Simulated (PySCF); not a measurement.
C3H2BrNO.
Geometry (PBE0-D3(BJ)/def2-SVP, Å), atoms numbered from 1 in this order:
```
atom  x, y, z in Å
Br1    2.4019   -1.2118    0.0227
C2     0.7151   -0.4333    0.0426
C3     0.4126    0.8947    0.0567
O4    -0.9384    0.9866    0.0675
C5    -1.3760   -0.2810    0.0594
N6    -0.4394   -1.1698    0.0447
H7     0.9908    1.8127    0.0608
H8    -2.4532   -0.4374    0.0659
```

The closed-shell ground state was solved at several levels (PySCF, density fitting, gas phase). The calculation is non-relativistic and has no spin–orbit coupling, an omission that weighs most on bromine.

| level | basis functions | HOMO (eV) | LUMO (eV) | gap (eV) | dipole (D) |
| --- | --- | --- | --- | --- | --- |
| B3LYP/pcJ-1 (pcSseg-1 on Br) | 196 | -7.01 | -0.76 | 6.25 | 2.06 |
| PBE0/pcSseg-1 | 136 | -7.27 | -0.55 | 6.72 | 2.14 |
| mPW1PW91/pcSseg-2 | 271 | -7.25 | -0.65 | 6.60 | 2.17 |

(1) Estimate the row for wB97X-D/def2-SVPD, a basis of 160 functions; the other rows only guide the guess.

(2) Over all these levels, which gives the widest orbital gap and which the narrowest?

(3) How far do the dipole and the HOMO energy spread over the levels?

Results:

(1) HOMO -9.10 eV, LUMO 1.13 eV, gap 10.23 eV, dipole 2.19 D.

(2) wB97X-D/def2-SVPD (range-separated hybrid) has the widest, 10.23 eV, and B3LYP/pcJ-1 (pcSseg-1 on Br) (global hybrid, 20 % exact exchange) the narrowest, 6.25 eV. Functional and basis both differ between the two, so the spread mixes both effects.

(3) The dipole runs from 2.06 to 2.19 D (mean 2.14 D) and the HOMO from -9.10 to -7.01 eV.
